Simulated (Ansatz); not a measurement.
Geometry optimisation, RKS B3LYP/def2-SVP in Ansatz 0.2.0.

The input (input.yaml):

```yaml
crystal:
  periodic: [false, false, false]
  atoms:
    - { symbol: "N", position_ang: [-0.43916, 0.48633, -0.50548] }
    - { symbol: C, position_ang: [0.30045, -0.17645, 0.15974] }
    - { symbol: Se, position_ang: [1.55137, -0.99654, 0.92685] }
    - { symbol: H, position_ang: [-1.41266, 0.68666, -0.58111] }
basis:
  gaussian: { orbitals: def2-SVP }
hamiltonian:
  xc: b3lyp
relax:
  f_tol: 0.02
  max_steps: 50
output:
  orbitals: {}
```

Command:

```bash
$ ansatz run input.yaml --threads 1 --pin off --max-ram 2048MiB --backend cpu --events-out ev --progress --plain --runs-dir out
```

Task: Where does it end, and by what steps?

Result: The run converged. After 5 steps the energy has fallen by 0.059 eV; C2 moved furthest, 0.06 Å.

```
step  energy less start (eV)  largest force component (eV/Å)  accepted
   0                  0.0000                           1.200       yes
   1                 -0.0459                           0.527       yes
   2                 -0.0568                           0.152       yes
   3                 -0.0589                           0.030       yes
   4                 -0.0590                           0.035       yes
   5                 -0.0591                           0.004       yes
```

```xyz
4
Properties=species:S:1:pos:R:3
N -0.445 0.502 -0.523
C 0.331 -0.149 0.122
Se 1.553 -1.027 0.963
H -1.439 0.674 -0.562
```

Whether the end is a true minimum wasn't checked by a vibrational analysis.

Run time: 8 s on 1 thread of Intel(R) Xeon(R) 6975P-C (Granite Rapids), with other jobs on the host, peak memory 0.15 GiB.
